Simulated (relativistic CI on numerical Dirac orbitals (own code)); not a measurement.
# Hyperfine structure of Zr23+, mass number 91

Method of calculation: Dirac-Coulomb-Breit CI, KLI orbitals optimised for each configuration, model QED, unscaled Slater integrals (own radial code, finite nucleus).

Configurations in the expansion (outside the closed core [Ne]): 3s2.3p5, 3s.3p6, 3s2.3p4.3d, 3s.3p5.3d, 3p6.3d, 3s.3p4.3d2, 3s2.3p3.3d.4p, 3p6.4s, 3s2.3p4.4s, 3p6.4p, 3s.3p4.3d.4s, 3s2.3p4.4p, 3s2.3p3.3d2, 3s2.3p2.3d3, 3s.3p3.3d3, 3s2.3p2.3d2.4s, 3s2.3p2.3d2.4p. Double excitations out of closed p, d and f shells are left out; levels of such configurations are missing from the list, as are those of other unlisted configurations, and high levels can miss mixing partners.

Nuclear spin I = 5/2, μ = -1.3022 μN, Q = -0.176 b (tables of Stone and Pyykkö). The electronic factors are computed for point nuclear moments, without core polarisation or the Bohr-Weisskopf and QED corrections.

```tsv
Level	E (cm⁻¹)	A (GHz)	B (GHz)
3s2.3p5 2P°_3/2	0	-11.89	7.39
3s2.3p5 2P°_1/2	147234	-67.02	
3s.3p6 2S_1/2	705465	-156.9	
3s2.3p4.3d 4D_3/2	824955	-10.42	2.44
3s2.3p4.3d 4D_5/2	825076	-8.115	1.15
3s2.3p4.3d 4D_7/2	840860	-6.331	0.2
3s2.3p4.3d 4F_9/2	883666	-6.623	-4.48
3s2.3p4.3d 4D_1/2	945381	-13.85
```

Levels with J = 0, under 50 % of one LS term, or S terms without an open s electron are left out. Small factors come from cancelling terms and can be off by tens of per cent or more.

At this charge energies of transitions that change n are usually good to better than 1 %, and those within a shell (Δn = 0) to a few per cent.

Problem. Give the hyperfine levels of 3s2.3p5 2P°_1/2 relative to its centre of gravity.

Solution. With K = F(F + 1) − I(I + 1) − J(J + 1), E = AK/2: F = 2: 117.3, F = 3: -83.77 GHz.

LS names give the leading component of a level, which can be under half, so a name can repeat, a term be missing and a line seem to break the LS rules.
